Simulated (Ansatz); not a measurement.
Program: Ansatz. Geometries: PBE0-D4/def2-TZVP. ΔE: electronic, gas phase. CBS: MP2 limit from def2 TZ/QZ plus the TZ coupled-cluster correction, frozen cores. This one scheme is used for every species. Functionals use def2-TZVPP. For As outer-core shells are correlated without core-valence functions, which leaves a few kJ/mol of doubt a bond. Scalar relativity is left out up to krypton. One conformer a species, not always the lowest.

Consider the hydrogenolysis of the As–S bond: `N[AsH]S` + H₂ → `N[AsH2]` + H₂S.

`N[AsH]S`:

Cartesian coordinates in Å:
```
N 0.569 0.218 1.076
As 0.332 0.466 -0.730
S -1.136 -1.163 -1.197
H 1.447 0.589 1.408
H -0.191 0.480 1.686
H -0.826 1.466 -0.704
H -0.195 -2.056 -1.540
```

H₂:

```xyz
2

H    -0.364   -0.047    0.065
H     0.364    0.047   -0.065
```

`N[AsH2]`:

Z-matrix (Å, degrees):
```
N
As 1 1.854
H 1 1.010 2 114.8
H 1 1.011 2 110.5 3 123.6
H 2 1.536 1 101.2 3 -27.8
H 2 1.524 1 95.5 3 64.6
```

H₂S:

Cartesian coordinates in Å:
```
S 0.084 -0.388 0.476
H -0.510 0.807 0.345
H 0.426 -0.420 -0.821
```

(1) Is it downhill or uphill in electronic energy at CCSD(T)/CBS, and by how much? (An estimate is asked.)

(2) What do these levels give: revPBE-D4, r2SCANh-D4, r2SCAN0-D4, BHLYP, CAM-B3LYP, CCSD(T)/def2-SVP? (Estimate.)

(3) What do rigid-rotor, harmonic-oscillator terms from PBE0-D4/def2-TZVP frequencies (298.15 K, 1 bar) make of the CCSD(T)/CBS value? (Estimate.)

Largest T1 diagnostic among the species: 0.011.

Results:

(1) Ansatz gave: Uphill: ΔE = +3.0 kcal/mol.

(2) The calculation gave: revPBE-D4 6.6, r2SCANh-D4 4.1, r2SCAN0-D4 3.4, BHLYP 0.2, CAM-B3LYP 0.5, CCSD(T)/def2-SVP -2.7 kcal/mol.

(3) Ansatz gave: ΔZPE = +2.0 kcal/mol, ΔH = +4.3 kcal/mol, ΔS = 27 J/(mol·K), ΔG = +2.4 kcal/mol.

From PBE to PBE0 (25 % exact exchange), in def2-TZVPP and without D4, ΔE moves by −1.6 kcal/mol. At CCSD(T), def2-SVP lies −5.7 kcal/mol from the extrapolated value and def2-TZVPP −1.4 kcal/mol.
